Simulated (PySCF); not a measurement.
# Two-dimensional NMR puzzle

Compound of formula C9H9N. Correlations simulated from computed shifts and the bond graph:

HSQC (one-bond C–H):
```tsv
δH	δC
8.92	156.3
7.25	128.3
5.31	97.7
5.02	79.0
3.33	42.3
```

COSY cross peaks (H two or three bonds apart, from the bond graph; peaks can be absent where the dihedral angle is near 90°):
```tsv
δH	δH
8.92	7.25
5.31	3.33
```

HMBC (two and three bonds, from the bond graph):
```tsv
δH	δC
8.92	156.3, 156.0, 128.3
7.25	156.3, 156.0, 128.3, 42.3
5.31	220.1, 156.0, 79.0, 42.3
5.02	220.1, 97.7
3.33	220.1, 156.0, 128.3, 97.7
```

Carbons without hydrogens: δ 220.1, 156.0.

- PBE0/pcSseg-1 with gauge-including orbitals
- coordinates at the GFN2-xTB level
- run in PySCF
- one averaged value for each set of equivalent atoms, single conformer, no relativistic terms, no solvent model

Scale: ¹H (31.72 ppm), ¹³C (186.93 ppm) vs TMS (reference shieldings calculated alike).

Exchangeable hydrogens are left out of these lists.

Question: Work out the connectivity.

Answer: `C=C=CCc1ccncc1`.

Mapped SMILES: `[CH2:1]=[C:2]=[CH:3][CH2:4][c:5]1[cH:6][cH:7][n:8][cH:9][cH:10]1`; H(Xn) means a hydrogen on atom n.

1. δC 220.1 is C2, a central carbon of an allene.
2. δC 156.3 is C7/C9, an aromatic CH next to a ring nitrogen (δH 8.92).
3. δC 156.0 is C5, a substituted aromatic carbon.
4. δC 128.3 is C6/C10, an aromatic CH (δH 7.25).
5. δC 97.7 is C3, a terminal carbon of a cumulated C=C=C unit (δH 5.31).
6. δC 79.0 is C1, a terminal carbon of a cumulated C=C=C unit (δH 5.02).
7. δC 42.3 is C4, an sp3 CH2 on an aromatic ring (δH 3.33).
8. HMBC from δH 8.92 reaches the proton-free carbon C5.
9. HMBC from δH 7.25 reaches the proton-free carbon C5.
10. HMBC from δH 5.31 reaches the proton-free carbons C2, C5.
11. HMBC from δH 5.02 reaches the proton-free carbon C2.
12. COSY links 8.92–7.25, 5.31–3.33.

The data come from this structure; uniqueness wasn't tested.

Shifts are as computed. Against solution values, carbons near 30 ppm lie about +3 ppm off and those near 130 ppm about +5 ppm. Of 1211 compounds with measured shifts, 218 miss one by over three times the rms of a fit or turn the order of signals round; such compounds aren't used in these exercises.
